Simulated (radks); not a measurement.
Species: neutral manganese. Configuration: [Ar] 3d4.5 4s1 4p1.5 (fractional occupations, a model configuration). Calculated with a radial shooting solver on a logarithmic mesh with Libxc functionals: scalar-relativistic Kohn-Sham, PBE, spin-polarised, spherical densities, point nucleus; open shells are filled with parallel spins first. Some entries of the table are withheld. Estimate them.

orbital  occ.  eigenvalue (eV)  <r^2> (bohr^2)  r(max) (bohr)
1s up       1        -6433.334        0.004988        0.03987
1s down     1        -6433.278        0.004988        0.03987
2s up       1        -748.9893         0.09240         0.2326
2s down     1        -746.9548         0.09204         0.2324
2p up       3        -634.9716         0.07530         0.1885
2p down     3        -633.3993         0.07492         0.1883
3s up       1         -92.1031          0.8295         0.7350
3s down     1         -87.0431          0.8345         0.7359
3p up       3         -60.7055          0.9486         0.7502
3p down     3         -55.7148          0.9590         0.7517
3d up     4.5              (1)           1.675         0.7510
4s up       1          -7.6944           9.151          2.366
3d down     0              (2)           1.763         0.7592
4p up     1.5          -3.1066           16.28            (3)

Answer. 
(1) 3d up eigenvalue (eV): -12.3708
(2) 3d down eigenvalue (eV): -7.5824
(3) 4p up r(max) (bohr): 2.981
